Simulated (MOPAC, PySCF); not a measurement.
F4Sn, SMILES `[F][Sn]([F])([F])[F]`, neutral singlet in the gas phase. 

Cartesian coordinates (Å):
```xyz
5

F     -1.1746    -1.3117    -0.6484
Sn     0.0000     0.0000     0.0000
F     -0.9335     1.6089     0.2464
F      0.7217    -0.5617     1.6384
F      1.3864     0.2645    -1.2363
```
Charge 0, multiplicity 1.

All levels are single points at this geometry (PBE0-D4/def2-TZVP); Pople sets use spherical d functions. Orbital energies aren't observables, and empty levels follow the basis.

```json
[
 {"level": "PBE0-D4/def2-TZVP in PySCF", "HOMO (eV)": "-12.43", "LUMO (eV)": "-3.61", "gap (eV)": "8.81", "dipole (D)": "0.00", "vertical IE, Delta-SCF (eV)": "14.80"},
 {"level": "BP86/6-31G* (LANL2DZ on Sn) in PySCF", "HOMO (eV)": "-9.56", "LUMO (eV)": "-3.87", "gap (eV)": "5.69", "dipole (D)": "0.00", "vertical IE, Delta-SCF (eV)": "–"},
 {"level": "M06-2X/6-31G* (LANL2DZ on Sn) in PySCF", "HOMO (eV)": "-13.93", "LUMO (eV)": "-1.75", "gap (eV)": "12.18", "dipole (D)": "0.00", "vertical IE, Delta-SCF (eV)": "–"},
 {"level": "HF/6-31G* (LANL2DZ on Sn) in PySCF", "HOMO (eV)": "-17.53", "LUMO (eV)": "0.88", "gap (eV)": "18.41", "dipole (D)": "0.00", "vertical IE, Delta-SCF (eV)": "16.78"},
 {"level": "AM1 in MOPAC", "HOMO (eV)": "-12.61", "LUMO (eV)": "-0.09", "gap (eV)": "12.52", "dipole (D)": "0.00", "vertical IE, Delta-SCF (eV)": "–"},
 {"level": "PM7 in MOPAC", "HOMO (eV)": "-14.26", "LUMO (eV)": "-0.61", "gap (eV)": "13.65", "dipole (D)": "0.00", "vertical IE, Delta-SCF (eV)": "–"}
]
```
